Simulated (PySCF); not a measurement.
A geometry optimisation, step by step.

Species: CH6BOSb.
SMILES with atom numbers: `[CH3:1][O:2][BH:3][SbH2:4]` (hydrogens: H5, H6, H7 on C1; H8 on B3; H9, H10 on Sb4)

Method: PySCF, PBE0-D3(BJ)/def2-SVP geometry optimisation, gas phase, def2 core potentials past Kr; density fitting, grid level 1; the optimiser is geomeTRIC in internal coordinates, started from a GFN2-xTB structure with every atom displaced at random (about 0.01 Å). The frame can shift and turn from step to step; on so coarse a grid that alone can change the energy by a few meV, and forces under 0.02 eV/Å are noise.

Step 0: E = -10388.6420 eV, largest atomic force 1.704 eV/Å
```
atom  x, y, z in Å  |  force x, y, z in eV/Å
C1     -1.698    0.551   -0.355   -0.899   1.165  -0.078
O2     -0.523    0.236    0.299   -0.421   0.540   0.610
B3      0.379   -0.597   -0.154    1.478  -0.202   0.822
Sb4     2.094   -0.895    1.276   -0.636  -0.673   0.706
H5     -1.744    1.651   -0.517    0.046  -0.347   0.063
H6     -2.561    0.291    0.274   -0.023  -0.118   0.020
H7     -1.788    0.069   -1.324   -0.010  -0.376  -0.443
H8      0.309   -1.175   -1.168   -0.299  -0.514  -1.024
H9      3.266   -0.893    0.122    0.780  -0.112  -0.832
H10     2.317    0.742    1.528   -0.016   0.637   0.157
```

Step 1: E = -10388.7544 eV, largest atomic force 0.906 eV/Å
```
atom  x, y, z in Å  |  force x, y, z in eV/Å
C1     -1.754    0.570    0.123    0.237  -0.193   0.023
O2     -0.574    0.254    0.835   -0.037   0.021  -0.062
B3      0.378   -0.583    0.403   -0.119   0.005  -0.051
Sb4     2.084   -0.997    1.830    0.574   0.498  -0.493
H5     -1.785    1.653   -0.047   -0.015   0.109  -0.015
H6     -2.622    0.284    0.732   -0.045  -0.005   0.015
H7     -1.795    0.045   -0.846    0.004  -0.001   0.024
H8      0.262   -1.152   -0.672    0.015   0.050   0.088
H9      3.314   -1.005    0.547   -0.572   0.017   0.549
H10     2.316    0.712    2.145   -0.042  -0.500  -0.079
```

Step 2: E = -10388.7947 eV, largest atomic force 0.119 eV/Å
```
atom  x, y, z in Å  |  force x, y, z in eV/Å
C1     -1.747    0.564    0.118    0.071  -0.025   0.014
O2     -0.577    0.274    0.849   -0.011   0.041   0.033
B3      0.376   -0.561    0.425   -0.037  -0.026  -0.051
Sb4     2.101   -0.993    1.814   -0.075  -0.071   0.009
H5     -1.791    1.646   -0.072   -0.016  -0.003  -0.003
H6     -2.623    0.277    0.718   -0.015   0.010  -0.006
H7     -1.766    0.021   -0.841   -0.008   0.004  -0.001
H8      0.255   -1.124   -0.649    0.025  -0.021   0.012
H9      3.245   -0.983    0.544    0.040  -0.012  -0.059
H10     2.351    0.661    2.145    0.026   0.103   0.053
```

Step 3: E = -10388.7960 eV, largest atomic force 0.028 eV/Å
```
atom  x, y, z in Å  |  force x, y, z in eV/Å
C1     -1.744    0.565    0.118    0.018  -0.010   0.001
O2     -0.574    0.274    0.848   -0.018   0.020  -0.008
B3      0.375   -0.565    0.420   -0.002   0.001   0.003
Sb4     2.096   -0.992    1.813    0.005   0.010  -0.007
H5     -1.789    1.647   -0.074   -0.004   0.001  -0.001
H6     -2.621    0.281    0.719   -0.005   0.004  -0.002
H7     -1.767    0.021   -0.840   -0.004   0.002  -0.001
H8      0.255   -1.132   -0.651    0.005  -0.010   0.014
H9      3.242   -0.984    0.539    0.007  -0.003  -0.005
H10     2.353    0.667    2.160   -0.001  -0.016   0.006
```

Step 4: E = -10388.7964 eV, largest atomic force 0.026 eV/Å
```
atom  x, y, z in Å  |  force x, y, z in eV/Å
C1     -1.746    0.565    0.114   -0.004  -0.001   0.002
O2     -0.578    0.282    0.849    0.011   0.007   0.005
B3      0.372   -0.560    0.428   -0.009   0.007  -0.011
Sb4     2.100   -0.997    1.811    0.008   0.023  -0.009
H5     -1.793    1.647   -0.084    0.003   0.002  -0.001
H6     -2.625    0.283    0.713    0.002   0.000   0.001
H7     -1.765    0.017   -0.842    0.002  -0.001   0.000
H8      0.252   -1.131   -0.640    0.006  -0.017   0.004
H9      3.241   -0.985    0.530   -0.016   0.004   0.013
H10     2.366    0.658    2.174   -0.003  -0.026  -0.003
```

Step 5: E = -10388.7966 eV, largest atomic force under 0.02 eV/Å
```
atom  x, y, z in Å  |  force x, y, z in eV/Å
C1     -1.745    0.568    0.112   -0.017   0.007  -0.003
O2     -0.575    0.286    0.847    0.018  -0.004  -0.007
B3      0.372   -0.559    0.427   -0.006   0.007   0.008
Sb4     2.098   -0.998    1.810    0.006  -0.006  -0.007
H5     -1.792    1.648   -0.090    0.005   0.001  -0.001
H6     -2.623    0.289    0.713    0.004  -0.001   0.001
H7     -1.765    0.016   -0.842    0.003  -0.001   0.000
H8      0.251   -1.138   -0.637   -0.003  -0.008   0.001
H9      3.238   -0.981    0.528   -0.007   0.005   0.009
H10     2.367    0.652    2.183   -0.002   0.000  -0.001
```

Task: Summarise the path.

Result: The energy falls by 0.1545 eV from step 0 to step 5; nine tenths of that is first reached at step 2. It falls at every step. The largest force goes from 1.704 to under 0.02 eV/Å. Among the bonds Sb4–H9 changes most, from 1.645 to 1.715 Å; the atoms move by 0.092 Å rms after alignment.

Task: Follow the three bonds and two angles with the largest change from start to end.

Result: 
```
step  E above end (eV)  largest force (eV/Å)  Sb4–H9 (Å)  B3–H8 (Å)  Sb4–H10 (Å)  O2–B3–Sb4 (°)  O2–B3–H8 (°)
   0            0.1545                 1.704       1.645      1.169        1.671          112.9         125.0
   1            0.0422                 0.906       1.778      1.222        1.753          116.5         120.5
   2            0.0019                 0.119       1.709      1.218        1.706          118.0         119.8
   3            0.0006                 0.028       1.714      1.218        1.714          117.6         120.3
   4            0.0002                 0.026       1.715      1.217        1.715          118.2         120.1
   5            0.0000            under 0.02       1.715      1.217        1.713          118.3         120.3
```

The cost below is that of the whole optimisation. Hardware: an Arm Neoverse V2 with one thread, shared host with 64 logical CPUs at a one-minute load of 12. Cost: 18 s, 0.46 GiB resident at most.
